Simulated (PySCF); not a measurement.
**Correlation energy of F (fluorine, neutral)**

[He] 2s2 2p5, 2P determinant. All numbers are calculated (PySCF 2.14, scalar relativity by spin-free X2C-1e, in jorge-DZP-DKH). Frozen: 1s2; 7 electrons correlated.

MP2 pair energies summed by pair of shells (mhartree):

| pair | energy | share (%) |
| --- | --- | --- |
| 2p-2p | -83.19 | 62.5 |
| 2s-2p | -41.92 | 31.5 |
| 2s-2s | -7.92 | 6.0 |

Total MP2 correlation energy: -133.03 mhartree.

Same-spin part -33.60 and opposite-spin part -99.43 mhartree; SCS-MP2 scales them by 1/3 and 6/5 to -130.52 mhartree.

```csv
level,correlation energy (mhartree)
CCSD,-143.53
(T),-1.66
CCSD(T),-145.19
```

Diagnostics: T1 = 0.0054, D1 = 0.0101, largest double amplitude 0.049.

Cost of the coupled-cluster step: 0.18 s of wall time on 1 thread of Neoverse-N1 (shared host), for 7 correlated electrons.
